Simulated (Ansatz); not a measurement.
Computed with Ansatz on PBE0-D4/def2-TZVP structures; ΔE is electronic, products minus reactants. CBS: MP2 limit from def2 TZ/QZ plus the TZ coupled-cluster correction, frozen cores. Functionals use def2-TZVPP. For Br, Ge outer-core shells are correlated without core-valence functions, which leaves a few kJ/mol of doubt a bond. Scalar relativity is left out up to krypton. One conformer a species, not always the lowest.

`[F][Ge]([F])([Cl])[Br]` + `CSBCl` → `[F][GeH]([Cl])[Br]` + `CSB(F)Cl`  (redistribution)

`[F][Ge]([F])([Cl])[Br]`:

Cartesian coordinates in Å:
```
F -1.327 -1.042 -0.448
Ge -0.037 -0.037 0.040
F 0.441 -0.606 1.577
Cl -0.748 1.929 0.238
Br 1.671 -0.244 -1.408
```

`CSBCl`:

```xyz
8

C    -0.813    0.693    0.749
S     0.775    0.807   -0.111
B     0.943   -0.782   -0.860
Cl    2.369   -1.122   -1.814
H    -1.253   -0.291    0.596
H    -0.652    0.862    1.813
H    -1.482    1.460    0.360
H     0.112   -1.626   -0.733
```

`[F][GeH]([Cl])[Br]`:

Z-matrix (Å, degrees):
```
Ge
F 1 1.721
Br 1 2.271 2 106.9
Cl 1 2.120 2 106.4 3 -117.8
H 1 1.525 2 108.7 3 121.8
```

`CSB(F)Cl`:

Z-matrix (Å, degrees):
```
C
S 1 1.811
H 1 1.088 2 110.7
H 1 1.089 2 106.6 3 118.9
H 1 1.088 2 110.7 3 -122.3
B 2 1.783 1 101.5 3 61.3
Cl 6 1.752 2 119.4 1 -180.0
F 6 1.322 2 122.0 1 0.0
```

```csv
species,r2SCAN-D4 energy (Eh)
`[F][Ge]([F])([Cl])[Br]`,-5311.19105
`CSBCl`,-923.76916
`[F][GeH]([Cl])[Br]`,-5211.89900
`CSB(F)Cl`,-1023.08914
```

(1) Work out ΔE.

Largest T1 diagnostic among the species: 0.013.

Results:

(1) ΔE = (-5211.89900) + (-1023.08914) − (-5311.19105) − (-923.76916) = -0.02793 Eh = -0.76 eV. CCSD(T)/CBS gives -0.73 eV.

At CCSD(T), def2-SVP lies −0.10 eV from the extrapolated value and def2-TZVPP +0.03 eV. In def2-TZVPP, CCSD(T) changes the Hartree–Fock value by +0.06 eV (the triples alone add +0.02 eV) and MP2 by +0.08 eV. Leaving LDA and LC-ωPBE aside and taking each functional with its dispersion term where it has one, the values, not all of them listed here, spread over 0.06 eV, from B97M-V to revPBE-D4. LDA lies −0.11 eV from PBE without D4.
